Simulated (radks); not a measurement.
Problem. The mean radii <r> (bohr) of the occupied orbitals of an atom or ion are listed with their occupations. Method: non-relativistic Kohn-Sham, PBE, spin-polarised, spherical densities, point nucleus; computed with a radial shooting solver on a logarithmic mesh with Libxc functionals.

orbital  occ.      <r>
1s up       1  0.02370
1s down     1  0.02370
2s up       1   0.1009
2s down     1   0.1009
2p up       3  0.08559
2p down     3  0.08558
3s up       1   0.2596
3s down     1   0.2594
3p up       3   0.2492
3p down     3   0.2491
3d up       5   0.2210
3d down     5   0.2210
4s up       1   0.5529
4s down     1   0.5535
4p up       3   0.5578
4p down     3   0.5585
4d up       5   0.5635
4d down     2   0.5644

Name the element and its charge. Open shells, if any, are filled with parallel spins first.

Solution. Z = 64, gadolinium, charge +21: Gd21+ in [Kr] 4d7. The 1s radius gives Z: for a bare nucleus <r> = 1.5/Z, 0.02344 bohr for Z = 64, and screening makes it slightly larger (0.02370 here). The occupations add up to 43, and the charge is Z minus that.
